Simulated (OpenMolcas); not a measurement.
## Kr+: effect of the basis set

```yaml
Program: OpenMolcas
Method: CASSCF
Active_space: 7 electrons in 4 orbitals (4s 4p)
State_averaging: 2S+1 = 2 odd, 3 roots; 2S+1 = 2 even, 1 root
Spin-orbit_coupling: RASSI with atomic mean-field integrals over the reference wave functions, term energies averaged over their components
```

A. ANO-RCC-VDZP [5s4p2d], DKH2, point nucleus; cost of the order of 3 core-seconds
B. ANO-R1 [5s4p3d1f], X2C, finite nucleus; cost about 5 core-seconds
C. ANO-RCC-VTZP [6s5p3d1f], DKH2, point nucleus; cost of the order of 5 core-seconds
D. ANO-RCC-VQZP [7s6p4d2f1g], DKH2, point nucleus; cost roughly 4 core-seconds
E. ANO-R2 [6s5p4d3f1g], X2C, finite nucleus; cost of the order of 7 core-seconds
F. ANO-R3 [7s6p5d4f2g1h], X2C, finite nucleus; cost about 7 core-seconds

Energies in cm⁻¹ above 4s² 4p⁵ ²P°_3/2, the measured ground level; measured values from NIST Handbook of Basic Atomic Spectroscopic Data.

```json
{"Level": "4s² 4p⁵ ²P°_3/2", "A": "0.0", "B": "0.0", "C": "0.0", "D": "0.0", "E": "0.0", "F": "0.0", "Measured": "0.0"}
{"Level": "4s² 4p⁵ ²P°_1/2", "A": "5056", "B": "5060", "C": "4939", "D": "4987", "E": "4939", "F": "4980", "Measured": "5370"}
{"Level": "4s 4p⁶ ²S_1/2", "A": "144994", "B": "145117", "C": "145004", "D": "145007", "E": "145050", "F": "145048", "Measured": "109000"}
```

Deviations, from unrounded energies. A percentage is the sum of absolute deviations over the sum of measured energies, with the sign that they share, or ± where signs differ.

```
                  Against measurement  Levels      A      B      C      D      E      F
       mean absolute deviation (cm-1)       2  18000  18000  18000  18000  18000  18000
fine structure of the ground term (%)       1   -5.8   -5.8   -8.0   -7.1   -8.0   -7.3
             other configurations (%)       1  +33.0  +33.1  +33.0  +33.0  +33.1  +33.1
```

A, B, C, D, E, F lie about equally close to measurement. The largest miss of A in the table is 4s 4p⁶ ²S_1/2, by +36000 cm-1. The ranking rests on the paired levels alone, and a cruder setting can come out closer through cancelling errors.

Among A to F the level of the table that moves most is 4s 4p⁶ ²S_1/2, by 120 cm-1 (lowest in A, highest in B).

Without dynamic correlation excited terms often stand tens of per cent too high (terms of higher spin than the ground term too low), and those without a measured partner can miss by more than the paired ones. Measured partners are found by configuration, term and J. A level has none where our copy of the source lacks it or the pairing is in doubt (some pairs that miss far off the trend of their configuration count as doubtful), and it then counts in no deviation. Levels of configurations outside the active space are missing.

° marks odd parity.
